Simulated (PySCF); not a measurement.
Si(Cl)3(SeH) (Cl3HSeSi), SMILES Cl[Si](Cl)(Cl)[SeH]. Atoms are numbered in the order given.

```xyz
6

Cl    -0.9015     1.2535    -1.6606
Si     0.0098     0.4303     0.0000
Cl    -0.9015     1.2535     1.6606
Cl     2.0111     0.9248     0.0000
Se    -0.0625    -1.8393     0.0000
H     -1.5497    -1.8279     0.0000
```

The structure is a stationary point at PBE-D3(BJ)/def2-SVP. The structure was generated by enumeration, and PubChem lists no compound with its InChIKey, so it may never have been made. Other conformers were not sampled.

All values below come from PBE-D3(BJ)/def2-SVP (PySCF).

Frequencies are harmonic and unscaled.

Computed normal modes with their intensities:
| mode | ν (cm⁻¹) | IR (km/mol) | moving atoms (share of kinetic energy) |
|---|---|---|---|
| 1 | 94 | 1.7 | Cl 68 %, H 20 %, Se 11 % |
| 2 | 112 | 0.3 | Cl 75 %, Se 19 % |
| 3 | 171 | 9.9 | H 62 %, Cl 21 %, Se 11 % |
| 4 | 171 | 5.8 | Cl 56 %, Se 40 % |
| 5 | 182 | 3.9 | Cl 81 %, Si 15 % |
| 6 | 188 | 0.1 | Cl 70 %, H 16 %, Si 13 % |
| 7 | 336 | 3.8 | Cl 69 %, Se 17 %, Si 14 % |
| 8 | 535 | 147.4 | Si 69 %, Cl 26 % |
| 9 | 577 | 110.0 | Si 43 %, Cl 31 %, H 25 % |
| 10 | 589 | 146.6 | Si 66 %, Cl 34 % |
| 11 | 672 | 37.2 | H 70 %, Si 23 % |
| 12 | 2352 | 4.4 | H 99 % |
